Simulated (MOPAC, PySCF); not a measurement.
H3BrOSi, SMILES `O[SiH2]Br` (H–O–Si–Br torsion 58°), neutral singlet in the gas phase. 

Cartesian coordinates (Å):
```xyz
6

O      1.3119    -0.0257    -0.0958
Si    -0.3010    -0.2572    -0.0386
Br    -1.2946     1.3285     1.1647
H      1.6733     0.7944    -0.4385
H     -0.9189    -0.1980    -1.3738
H     -0.5098    -1.5481     0.6253
```
Charge 0, spin multiplicity 1.

All levels are single points at this geometry (CAM-B3LYP-D3(BJ)/def2-TZVPD); Pople sets use spherical d functions. Orbital energies aren't observables, and empty levels follow the basis.

| level | HOMO (eV) | LUMO (eV) | gap (eV) | dipole (D) | vertical IE, Delta-SCF (eV) |
|---|---|---|---|---|---|
| CAM-B3LYP-D3(BJ)/def2-TZVPD in PySCF | -9.77 | 0.29 | 10.05 | 1.43 | – |
| B3LYP/6-31G* in PySCF | -8.02 | 0.25 | 8.27 | 1.72 | 10.65 |
| B3LYP/LANL2DZ in PySCF | -8.16 | -0.01 | 8.14 | 1.90 | – |
| HF/3-21G in PySCF | -11.18 | 4.10 | 15.28 | 2.11 | – |
| HF/6-31G* in PySCF | -11.34 | 3.70 | 15.04 | 1.84 | 10.12 |
| AM1 in MOPAC | -10.81 | -0.77 | 10.04 | 1.97 | – |
